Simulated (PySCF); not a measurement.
An unknown gives this computed stick spectrum. Computed with PySCF, TDDFT CAM-B3LYP/def2-SVPD, vertical, gas phase, core orbitals frozen in the response. Geometries: PBE0-D3(BJ)/def2-SVP, one conformer each.

| state | λ (nm) | f |
| --- | --- | --- |
| S1 | 187.1 | 0.0018 |
| S2 | 168.1 | 0.025 |
| S3 | 156.2 | 0.0090 |
| S4 | 151.8 | 0.0026 |
| S5 | 147.3 | 0.0064 |
| S6 | 145.4 | 0.0078 |
| S7 | 143.9 | 0.017 |
| S8 | 142.1 | 0.022 |
| S9 | 137.2 | 0.047 |
| S10 | 135.2 | 0.031 |

Triplets computed (Tamm–Dancoff): 6.33, 7.14, 7.39, 7.92 eV.

Task: Which candidate is it?
A. `OCB(O)O`
B. `O=C(O)C1C=C1`
C. `O=C1CC=CO1`

Result: A. Its S1, at 6.63 eV, is the highest among the candidates; the nearest of the others has S1 at 5.78 eV. S1 is HOMO→LUMO (64%), HOMO→LUMO+1 (29%). Löwdin shares by element: HOMO oxygen 51% or more, carbon 21%, boron 13% (atoms not listed hold the other 15%); LUMO boron 46%, oxygen 16% or more, carbon 9% (atoms not listed hold the other 29%). At the same level the other candidates give, for their lowest levels:
- `O=C1CC=CO1`: 219 nm (f 0.001); 210 nm (f 0.096); 183 nm (f 0.013); 171 nm (f 0.096); 165 nm (f 0.007); T1 4.02 eV; HOMO -8.71, LUMO 0.45 eV
- `O=C(O)C1C=C1`: 215 nm (f 0.002); 185 nm (f 0.055); 184 nm (f 0.014); 177 nm (f 0.004); 165 nm (f 0.064); T1 4.33 eV; HOMO -9.19, LUMO 0.67 eV

Shape of the structure used: `[OH:1][CH2:2][B:3]([OH:4])[OH:5]`: O1–C2–B3–O4 -171°, H–O1–C2–B3 81°, H–O4–B3–C2 2°, H–O5–B3–C2 2°.
